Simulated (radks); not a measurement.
V, configuration [Ar] 3d3 4s2.

Calculated with a radial shooting solver on a logarithmic mesh with Libxc functionals: Dirac Kohn-Sham, PBE, spin-unpolarised, spherical densities, finite nucleus; open shells fill j = l - 1/2 first; Fermi nuclear charge, rms radius 3.6002 fm.

Energy parts (hartree):
part                       energy
total                  -949.01884
kinetic                 959.21447
electron-nucleus      -2260.29115
Hartree                 397.19454
exchange-correlation    -45.13670

Orbitals (lengths in bohr, moments of r in powers of bohr; r(max) is where P^2 peaks):
| orbital | occ. | eigenvalue (hartree) | <r^2> | r(max) | <r> |
|---|---|---|---|---|---|
| 1s1/2 | 2 | -197.1094 | 0.005936 | 0.04349 | 0.06644 |
| 2s1/2 | 2 | -22.13887 | 0.1122 | 0.2556 | 0.3080 |
| 2p1/2 | 2 | -18.65742 | 0.09140 | 0.2066 | 0.2722 |
| 2p3/2 | 4 | -18.39653 | 0.09313 | 0.2088 | 0.2750 |
| 3s1/2 | 2 | -2.57940 | 1.038 | 0.8196 | 0.9485 |
| 3p1/2 | 2 | -1.63746 | 1.206 | 0.8408 | 1.011 |
| 3p3/2 | 4 | -1.60690 | 1.226 | 0.8474 | 1.020 |
| 3d3/2 | 3 | -0.19042 | 2.846 | 0.8915 | 1.447 |
| 3d5/2 | 0 | -0.18801 | 2.873 | 0.8939 | 1.453 |
| 4s1/2 | 2 | -0.17266 | 13.00 | 2.763 | 3.352 |

The highest occupied level is 4s1/2 at -4.698 eV. The configuration is held as typed, so some empty levels lie below it. The density falls to 0.001 e/bohr^3 at r = 4.73 bohr. For comparison, the ionisation energy in NIST's Atomic Spectra Database is 6.746 eV (measured). In exact Kohn-Sham theory the highest level is minus the ionisation energy, but local and semilocal functionals leave it too shallow, through self-interaction and a potential that decays too fast; potentials with the right tail come closer.

Beside tabulated values, note that spin-unpolarised runs miss the spin-polarisation part of the exchange energy of open shells.
